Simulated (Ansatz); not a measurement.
Input file for Ansatz (a first-principles code): R-CCSD(T)/def2-TZVPPD on HI (SMILES I). Elements past Kr take the def2 small-core potentials; no spin–orbit coupling. Files ending in .json are basis or fitting sets from the Basis Set Exchange. The run froze 9 orbitals, filled d shells among them.

Ansatz 0.2 input:
```yaml
crystal:
  periodic: [false, false, false]
  atoms:
    - {symbol: I, position_ang: [-0.03195044, -0.41293503, 3.86027019]}
    - {symbol: H, position_ang: [-0.05668870, -0.24419623, 2.14626001]}
basis:
  gaussian:
    orbitals: def2-TZVPPD.json
magnetization: {spin_polarized: false}
correlation: {method: ccsd_t, electrons: outside_noble_gas}
scf: {lower_state_search: off}
```

Q: What total energy does the run end on?

A: -297.4150 hartree (reference determinant -297.2376, T1 diagnostic 0.009).
